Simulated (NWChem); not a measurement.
Species: SiH₃TeOF; SMILES F[Te]O[SiH3]

```xyz
7

Te     0.2943    -0.7755     0.0490
F     -1.6310    -1.1467    -0.0764
O      0.2830     1.0604    -0.7534
Si    -0.1492     2.4092     0.2003
H     -1.5403     2.2566     0.7475
H     -0.0773     3.5872    -0.7261
H      0.8166     2.5895     1.3407
```
Atoms are numbered in this order, from 1.

All runs: NWChem. Geometry: optimised at PBE-D3(BJ)/def2-SVP. def2 effective core potentials on Te; no spin-orbit coupling. Level PBE/def2-SVP: energy and gradient on several grids; changes count from the extra-fine grid, which is no exact limit either.

**Question.** Which is the coarsest grid (coarse; medium; fine; xfine; xcoarse) from which on the energy stays within 100 μHa and each gradient component within 200 μHa/bohr of xfine?

**Answer.** medium.
| grid | size of the energy change (μHa) | largest change of a gradient component (μHa/bohr) |
|---|---|---|
| xcoarse | 7000 | 8000 |
| coarse | 100 | 700 |
| medium | 30 | 90 |
| fine | < 10 | < 30 |
| xfine | < 10 | < 30 |
